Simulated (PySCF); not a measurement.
# Electron correlation in Pd⁺ (palladium, charge +1)

[Kr] 4d8 5s1, high-spin 4F determinant (an excited configuration). All numbers are calculated (PySCF 2.14, scalar relativity through the core potential, in aug-cc-pVDZ-PP with ECP28MDF (5s5p4d2f, 54 functions)). Frozen: 4s2 4p6; 9 electrons correlated.

MP2 pair energies summed by pair of shells (mhartree):

```json
{"pair": "4d-4d", "energy": "-166.88", "share (%)": "83.7"}
{"pair": "4d-5s", "energy": "-32.43", "share (%)": "16.3"}
```

Total MP2 correlation energy: -199.31 mhartree.

Same-spin part -79.93 and opposite-spin part -119.38 mhartree; SCS-MP2 scales them by 1/3 and 6/5 to -169.90 mhartree.
